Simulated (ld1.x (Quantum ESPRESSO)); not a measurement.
# u(r) = r·R(r): atom against pseudo-atom (hydrogen)

Columns: radius, all-electron u(r) and pseudo u(r) of the 1s shell (level -6.37 eV) of hydrogen in the configuration 1s1; Wu–Cohen, scalar-relativistic, TM scheme, ld1.x (Quantum ESPRESSO) 7.5.

```csv
r (bohr),all-electron,pseudo
0.032,0.0587,0.0523
0.065,0.1154,0.1056
0.098,0.1682,0.1577
0.130,0.2160,0.2066
0.162,0.2606,0.2534
0.195,0.3034,0.2990
0.228,0.3431,0.3414
0.260,0.3788,0.3794
0.292,0.4119,0.4141
0.325,0.4434,0.4466
0.358,0.4725,0.4759
0.390,0.4984,0.5015
0.422,0.5223,0.5248
0.455,0.5448,0.5465
0.488,0.5654,0.5664
0.520,0.5836,0.5840
0.552,0.6001,0.6002
0.585,0.6155,0.6155
0.618,0.6293,0.6293
0.650,0.6413,0.6413
0.682,0.6519,0.6519
0.715,0.6617,0.6617
0.748,0.6702,0.6702
0.780,0.6773,0.6773
0.812,0.6834,0.6834
0.845,0.6887,0.6887
```

Problem. How many radial nodes do the two functions have?

Solution. The all-electron 1s function has n − l − 1 = 0; the pseudo-wave has 0.

Problem. At about which radius was the pseudo-wave matched?

Solution. 0.65 bohr. The columns agree to 0.0005 from 0.52 bohr on; several derivatives are matched, so the curves merge somewhat inside the radius.

Problem. Is the pseudo-wave norm-conserving?

Solution. Yes: the TM scheme keeps the norm inside the radius equal to the all-electron one, which fixes the energy derivative of the logarithmic derivative at the level.
